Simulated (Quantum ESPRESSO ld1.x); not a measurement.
The promethium ion Pm14+, 47 electrons, occupied as [Kr] 4d10 5s1. Method: Dirac Kohn-Sham, PBE, spin-unpolarised, spherical densities, point nucleus; computed with ld1.x of Quantum ESPRESSO 7.5.

Normalised radial functions P(r) = r R(r) (large component), r in bohr:

```
   r/bohr * 3d3/2 (the largest magnitude, 2.06, reaches the edge; | marks zero)
 0.001831 *
 0.002732 *
 0.004043 *
 0.006031 *
 0.008997 *
  0.01342 |*
  0.02002 |*
  0.02987 |   *
  0.04456 |        *
  0.06595 |                   *
  0.09838 |                                   *
   0.1468 |                                                   *
    0.219 |                                                      *
   0.3266 |                                    *
   0.4873 |             *
    0.727 | *
    1.076 *
    1.605 *
    2.394 *
    3.572 *
```

3d3/2: eigenvalue -1316.1 eV, 0 radial nodes, <r> = 0.234 bohr, 90 % of the charge inside 0.365 bohr.
